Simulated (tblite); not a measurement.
Compound: C5H14GeN2.
Numbering: `[GeH3:1][NH:2][NH:3][CH:4]1[CH2:5][CH2:6][CH2:7][CH2:8]1` (hydrogens: H9, H10, H11 on Ge1; H12 on N2; H13 on N3; H14 on C4; H15, H16 on C5; H17, H18 on C6; H19, H20 on C7; H21, H22 on C8)

Computed with GFN2-xTB (tblite), gas phase: L-BFGS steps from a force-field or distance-geometry start until the largest atomic force falls under 0.01 eV/Å.

The end geometry, which sets the zero of energy:
```
atom  x, y, z in Å
Ge1     3.3129    0.7949    0.4911
N2      2.0593   -0.5053    0.4071
N3      1.0619   -0.2876   -0.5820
C4     -0.2421   -0.7699   -0.1479
C5     -0.7779    0.0996    1.0063
C6     -1.9772    0.8567    0.4342
C7     -2.5264   -0.0962   -0.6227
C8     -1.2595   -0.6225   -1.2909
H9      4.1245    0.9529   -0.7697
H10     2.5607    2.0562    0.7363
H11     4.2175    0.4368    1.6251
H12     2.2999   -1.4854    0.5368
H13     1.3132   -0.7492   -1.4585
H14    -0.1717   -1.8236    0.1773
H15     0.0060    0.7687    1.3568
H16    -1.0879   -0.5316    1.8391
H17    -1.6449    1.7784   -0.0443
H18    -2.7131    1.1078    1.1969
H19    -3.0659   -0.9160   -0.1446
H20    -3.1969    0.3923   -1.3283
H21    -0.8803    0.1206   -1.9945
H22    -1.4226   -1.5580   -1.8251
```

**Question.** These geometries come from the run, each turned onto the end geometry. Order them by energy, lowest first.
A.
```
atom  x, y, z in Å
Ge1     3.5863    0.5533    0.3335
N2      1.9510   -0.0995    0.8373
N3      1.0724    0.0156   -0.2950
C4     -0.2395   -0.5398   -0.0479
C5     -1.0085    0.2598    1.0169
C6     -2.2827    0.7269    0.3175
C7     -2.5038   -0.3731   -0.7068
C8     -1.1116   -0.4528   -1.3062
H9      3.4585    1.0161   -1.0739
H10     3.9893    1.6819    1.2005
H11     4.5530   -0.5801    0.3762
H12     1.9734   -1.0618    1.1952
H13     1.4699   -0.4960   -1.0870
H14    -0.1876   -1.6030    0.2730
H15    -0.4027    1.0906    1.3680
H16    -1.2602   -0.3657    1.8709
H17    -2.0706    1.6605   -0.1966
H18    -3.1317    0.8765    0.9759
H19    -2.7069   -1.3086   -0.1891
H20    -3.2872   -0.1909   -1.4359
H21    -0.9192    0.4831   -1.8269
H22    -0.9522   -1.2734   -2.0012
```
B.
```
atom  x, y, z in Å
Ge1     3.3540    0.7605    0.5148
N2      2.0709   -0.5033    0.3656
N3      1.0571   -0.2361   -0.5936
C4     -0.2371   -0.7337   -0.1475
C5     -0.7834    0.1472    0.9938
C6     -2.0110    0.8563    0.4196
C7     -2.5432   -0.1373   -0.6082
C8     -1.2678   -0.6336   -1.2827
H9      4.2158    0.9379   -0.7094
H10     2.6292    2.0331    0.7792
H11     4.2127    0.3335    1.6600
H12     2.2951   -1.4923    0.4532
H13     1.2891   -0.6625   -1.4926
H14    -0.1411   -1.7786    0.1976
H15    -0.0133    0.8439    1.3201
H16    -1.0674   -0.4729    1.8435
H17    -1.7131    1.7768   -0.0832
H18    -2.7441    1.1020    1.1866
H19    -3.0455   -0.9644   -0.1025
H20    -3.2406    0.3122   -1.3137
H21    -0.9194    0.1118   -1.9995
H22    -1.4074   -1.5810   -1.8028
```
C.
```
atom  x, y, z in Å
Ge1     3.4999    0.6490    0.5513
N2      2.0743   -0.4895    0.5068
N3      1.0898   -0.2113   -0.4838
C4     -0.2467   -0.6314   -0.0819
C5     -0.8503    0.3642    0.9258
C6     -2.2119    0.7989    0.3638
C7     -2.5597   -0.2411   -0.6985
C8     -1.2053   -0.6282   -1.2783
H9      3.6175    1.2881   -0.7888
H10     3.3415    1.7462    1.5624
H11     4.7212   -0.1456    0.8861
H12     2.2115   -1.4907    0.6486
H13     1.3138   -0.6710   -1.3695
H14    -0.2108   -1.6496    0.3496
H15    -0.1818    1.2191    1.0153
H16    -0.9420   -0.1021    1.9052
H17    -2.1280    1.7868   -0.0888
H18    -2.9826    0.8418    1.1302
H19    -3.0411   -1.1026   -0.2346
H20    -3.2226    0.1462   -1.4690
H21    -0.8785    0.1403   -1.9790
H22    -1.2189   -1.5977   -1.7742
```
D.
```
atom  x, y, z in Å
Ge1     3.3066    0.6652    0.6323
N2      2.1321   -0.6732    0.3364
N3      1.1098   -0.3450   -0.5954
C4     -0.2245   -0.6705   -0.1132
C5     -0.7259    0.3928    0.8857
C6     -2.0851    0.8770    0.3597
C7     -2.5320   -0.2046   -0.6231
C8     -1.2229   -0.6322   -1.2741
H9      3.6669    1.3652   -0.6445
H10     2.6376    1.6466    1.5375
H11     4.5127    0.0667    1.2820
H12     2.3926   -1.6519    0.3391
H13     1.2752   -0.8235   -1.4801
H14    -0.2336   -1.6656    0.3631
H15    -0.0025    1.2063    0.9263
H16    -0.8210   -0.0312    1.8837
H17    -1.9658    1.8215   -0.1711
H18    -2.8069    1.0278    1.1618
H19    -2.9695   -1.0463   -0.0833
H20    -3.2626    0.1563   -1.3473
H21    -0.8970    0.1273   -1.9874
H22    -1.2947   -1.5893   -1.7896
```
E.
```
atom  x, y, z in Å
Ge1     3.3042    0.7309    0.6095
N2      2.1065   -0.5733    0.2788
N3      1.0875   -0.3266   -0.6763
C4     -0.2272   -0.7058   -0.1745
C5     -0.7100    0.2860    0.9055
C6     -2.0191    0.8856    0.3787
C7     -2.5425   -0.1814   -0.5786
C8     -1.2761   -0.6414   -1.2906
H9      4.0171    1.2447   -0.6129
H10     2.5753    1.8761    1.2367
H11     4.2854    0.1313    1.5623
H12     2.3189   -1.5576    0.4200
H13     1.2740   -0.8413   -1.5393
H14    -0.2046   -1.7231    0.2543
H15     0.0538    1.0452    1.0724
H16    -0.8825   -0.2413    1.8440
H17    -1.8154    1.8041   -0.1740
H18    -2.7254    1.1111    1.1785
H19    -2.9717   -1.0098   -0.0114
H20    -3.2967    0.1959   -1.2665
H21    -0.9608    0.1064   -2.0192
H22    -1.4013   -1.5961   -1.7991
```

**Answer.** B (0.003 eV), E (0.023 eV), D (0.047 eV), C (0.110 eV), A (0.325 eV).

In the order of the answer:

```json
{"step": "142", "E above end (eV)": "0.003", "largest force (eV/Å)": "0.02", "rms force component (eV/Å)": "0.005", "rms distance from end (Å)": "0.068", "rms bond change (Å)": "0.000", "bond most changed (Å)": "Ge1–N2 -0.001"}
{"step": "107", "E above end (eV)": "0.023", "largest force (eV/Å)": "0.08", "rms force component (eV/Å)": "0.026", "rms distance from end (Å)": "0.225", "rms bond change (Å)": "0.003", "bond most changed (Å)": "Ge1–N2 -0.007"}
{"step": "75", "E above end (eV)": "0.047", "largest force (eV/Å)": "0.06", "rms force component (eV/Å)": "0.019", "rms distance from end (Å)": "0.361", "rms bond change (Å)": "0.003", "bond most changed (Å)": "Ge1–H9 -0.008"}
{"step": "48", "E above end (eV)": "0.110", "largest force (eV/Å)": "0.17", "rms force component (eV/Å)": "0.060", "rms distance from end (Å)": "0.447", "rms bond change (Å)": "0.006", "bond most changed (Å)": "Ge1–H9 -0.018"}
{"step": "5", "E above end (eV)": "0.325", "largest force (eV/Å)": "0.29", "rms force component (eV/Å)": "0.103", "rms distance from end (Å)": "0.664", "rms bond change (Å)": "0.009", "bond most changed (Å)": "Ge1–N2 +0.023"}
```

What follows is the cost of the whole relaxation. Hardware: one thread of an Arm Neoverse V1, shared host with 32 logical CPUs at a one-minute load of 26. Cost: 1.4 s.
